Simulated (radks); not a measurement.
The numbers below are computed, except where a source is named.
Q: Excited configurations of Ba3+: one electron is placed in a higher orbital outside [Kr] 4d10 5s2 5p4. The ground configuration is [Kr] 4d10 5s2 5p5. Level of theory: scalar-relativistic Kohn-Sham, PBE, spin-unpolarised, spherical densities, finite nucleus; Fermi nuclear charge, rms radius 4.8378 fm (a radial shooting solver on a logarithmic mesh with Libxc functionals). Excitation = E - E(ground); binding = E(ion) - E, where the ion is the core of charge +4; n* = 4/sqrt(2 binding) in atomic units, and the quantum defect is n - n*.

| outer orbital | excitation (eV) | binding (eV) | n* | quantum defect | eigenvalue (eV) | <r> (bohr) |
|---|---|---|---|---|---|---|
| 4f | 20.305 | 27.695 | 2.804 | 1.196 | -20.265 | 1.401 |
| 5d | 20.023 | 27.976 | 2.790 | 2.210 | -23.491 | 2.448 |
| 5f | 34.405 | 13.594 | 4.002 | 0.998 | -11.362 | 4.509 |
| 6p | 27.743 | 20.256 | 3.278 | 2.722 | -17.726 | 3.971 |
| 6d | 33.551 | 14.449 | 3.882 | 2.118 | -12.645 | 5.143 |
| 7s | 34.130 | 13.870 | 3.962 | 3.038 | -12.381 | 6.071 |
| 7d | 38.778 | 9.221 | 4.859 | 2.141 | -8.153 | 8.400 |
| 7f | 41.669 | 6.331 | 5.864 | 1.136 | -5.604 | 11.71 |

Estimate the row for 6s.

A: excitation (eV) 23.325; binding (eV) 24.674; n* 2.970; quantum defect 3.030; eigenvalue (eV) -21.643; <r> (bohr) 3.450. The Delta-SCF ionisation energy is 47.999 eV (NIST Atomic Spectra Database: 47.0 eV, semi-empirical). Self-interaction in the functional shifts the binding energies and quantum defects, so they are the method's values and not measured ones. Spin polarisation and multiplet splitting are left out, so open shells lie too high by an amount that depends on their filling. Spin-orbit splitting is averaged out at the scalar-relativistic level.

Beside tabulated values, note that spin-unpolarised runs miss the spin-polarisation part of the exchange energy of open shells.
